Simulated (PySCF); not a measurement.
Ionisation energy of V by level of theory

V [Ar] 3d3 4s2 (4F) → V⁺ [Ar] 3d4 (5D), as a difference of total energies. All numbers are calculated (PySCF 2.14, the non-relativistic Hamiltonian (point nucleus), in pcseg-2 (6s4p3d2f1g, 56 functions)). Correlated levels: valence: [Ar] frozen. The calculations carry no spin-orbit coupling.

| method | ionisation energy (eV) | difference from reference (eV) |
| --- | --- | --- |
| UHF | 5.991 | -0.741 |
| B3LYP | 6.531 | -0.201 |
| MP2 (valence) | 6.305 | -0.427 |
| SCS-MP2 (valence) | 6.798 | +0.066 |

Reference: 6.732 eV (measured; NIST levels, between the centres of gravity of the two terms).

These non-relativistic numbers lack the scalar-relativistic shift.

Errors of the correlated levels include the incompleteness of this basis and the frozen core.
